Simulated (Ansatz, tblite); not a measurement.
Forces on In₉P₈⁺ at its PBE-D4/def2-SVP geometry. Charge 1, multiplicity 1.

In the def2 sets In takes a core potential; there is no spin–orbit coupling. The xTB rows come from tblite. Single mean-field runs in def2-TZVP are fitted with def2-universal-jkfit. The structure comes from a short search, and lower isomers may exist.

GFN1-xTB (tblite), largest force 1.53 eV/Å:

```xyz
17
positions Å, forces eV/Å
In   -2.466    1.017    3.166    0.490   -0.164   -1.048
In   -1.277   -2.654    2.085    0.185    0.581   -0.818
In   -1.478    3.352   -1.831    0.571   -1.226    0.720
In    3.637    3.249    1.156   -0.702   -0.878   -0.327
In   -0.279   -3.021   -2.959   -0.210    0.886    1.128
In    0.453   -0.127    2.188   -0.462   -0.054   -0.028
In    2.788   -0.719   -1.813   -0.822    0.042    0.667
In    2.816   -2.323    0.855   -0.755    1.042   -0.584
In   -2.815   -2.511   -1.025    0.949    0.492   -0.023
P    -2.074    0.821   -0.330    0.447   -0.072   -0.102
P    -0.651   -0.375   -1.583   -0.361   -0.181   -0.474
P     2.746    0.599    0.917    0.450    0.002   -0.407
P     1.332    1.947   -0.183    0.148    0.562    0.090
P    -0.662    2.160    0.825   -0.193   -0.583   -0.159
P     0.759    1.230   -2.189   -0.225   -0.382    0.953
P    -3.012   -0.674    0.993    0.319    0.210    0.244
P     0.185   -1.972   -0.273    0.170   -0.275    0.170
```

GFN2-xTB (tblite), largest force 0.72 eV/Å:

```
In -0.128 0.040 -0.224
In -0.143 -0.208 0.041
In 0.174 -0.297 0.216
In -0.223 -0.292 -0.117
In 0.163 0.295 0.255
In -0.023 0.117 0.264
In -0.135 0.157 -0.058
In -0.038 0.037 0.197
In -0.073 0.237 0.059
P 0.166 -0.092 0.107
P -0.124 -0.060 -0.335
P 0.404 0.150 -0.232
P 0.187 0.383 0.083
P -0.237 0.086 -0.060
P -0.142 -0.210 0.140
P 0.028 0.149 0.166
P 0.144 -0.490 -0.501
```

PBE-D4/def2-TZVP (Ansatz), largest force 0.30 eV/Å:

```
In 0.026 -0.055 -0.093
In -0.002 0.082 -0.090
In 0.041 -0.111 0.062
In -0.098 -0.142 -0.041
In -0.003 0.066 0.101
In 0.052 0.050 -0.133
In -0.113 0.085 0.084
In -0.064 0.098 -0.051
In 0.093 0.126 0.094
P 0.194 -0.108 0.096
P 0.070 0.062 0.217
P -0.168 0.131 -0.064
P -0.056 -0.182 0.024
P 0.055 -0.187 -0.218
P -0.049 -0.110 0.272
P 0.132 0.081 -0.126
P -0.111 0.114 -0.136
```
